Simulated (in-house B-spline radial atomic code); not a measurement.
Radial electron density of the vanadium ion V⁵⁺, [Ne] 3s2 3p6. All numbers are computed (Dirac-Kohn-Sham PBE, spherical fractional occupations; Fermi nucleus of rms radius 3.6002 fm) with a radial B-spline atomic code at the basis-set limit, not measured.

Columns: r (bohr), 4πr²n(r) (electrons per bohr), bar.

```
 0.00249   0.6223 #
 0.00297   0.8616 #
 0.00354    1.186 ##
 0.00422    1.626 ##
 0.00502    2.207 ###
 0.00599     2.99 ####
 0.00713        4 ######
  0.0085    5.311 ########
  0.0101    6.933 ##########
  0.0121    9.031 #############
  0.0144    11.45 #################
  0.0171    14.21 #####################
  0.0204    17.31 ##########################
  0.0244    20.54 ##############################
   0.029    23.45 ###################################
  0.0346    25.86 ######################################
  0.0412    27.27 ########################################
  0.0491    27.44 #########################################
  0.0585    26.33 #######################################
  0.0698     24.3 ####################################
  0.0831    22.18 #################################
  0.0991    20.98 ###############################
   0.118    21.55 ################################
   0.141    24.04 ####################################
   0.168    27.36 #########################################
     0.2    29.68 ############################################
   0.238    29.17 ###########################################
   0.284    25.05 #####################################
   0.338    18.63 ############################
   0.403    12.35 ##################
    0.48    8.789 #############
   0.572    8.503 #############
   0.682    9.921 ###############
   0.813    10.58 ################
   0.969    9.168 ##############
    1.15    6.309 #########
    1.38    3.223 #####
    1.64    1.289 ##
    1.95    0.379 #
    2.33  0.07407 
    2.77 0.009845 
    3.31 0.000733
```

On this grid the curve has 3 maxima, near 0.0491, 0.2, 0.813 bohr.

The 3p3/2 radial function P(r) = rR(r), positive near the nucleus, with its small component Q(r) (sign convention: Q ≈ (P' + κP/r)/2c):

```json
{"r (bohr)": "0.00297", "P": "0.001269", "Q": "-5.329e-05"}
{"r (bohr)": "0.00422", "P": "0.002519", "Q": "-0.0001061"}
{"r (bohr)": "0.00599", "P": "0.00496", "Q": "-0.0002084"}
{"r (bohr)": "0.0085", "P": "0.009681", "Q": "-0.0004056"}
{"r (bohr)": "0.0121", "P": "0.01878", "Q": "-0.0007853"}
{"r (bohr)": "0.0171", "P": "0.03533", "Q": "-0.001474"}
{"r (bohr)": "0.0244", "P": "0.06604", "Q": "-0.002745"}
{"r (bohr)": "0.0346", "P": "0.118", "Q": "-0.004884"}
{"r (bohr)": "0.0491", "P": "0.2012", "Q": "-0.008296"}
{"r (bohr)": "0.0698", "P": "0.3213", "Q": "-0.01324"}
{"r (bohr)": "0.0991", "P": "0.4639", "Q": "-0.01927"}
{"r (bohr)": "0.141", "P": "0.5776", "Q": "-0.02487"}
{"r (bohr)": "0.2", "P": "0.5571", "Q": "-0.02704"}
{"r (bohr)": "0.284", "P": "0.285", "Q": "-0.02267"}
{"r (bohr)": "0.403", "P": "-0.2529", "Q": "-0.01147"}
{"r (bohr)": "0.572", "P": "-0.8461", "Q": "0.001733"}
{"r (bohr)": "0.813", "P": "-1.122", "Q": "0.009899"}
{"r (bohr)": "1.15", "P": "-0.8935", "Q": "0.009518"}
{"r (bohr)": "1.64", "P": "-0.4189", "Q": "0.004623"}
{"r (bohr)": "2.33", "P": "-0.1046", "Q": "0.001158"}
{"r (bohr)": "3.31", "P": "-0.01081", "Q": "0.0001193"}
```
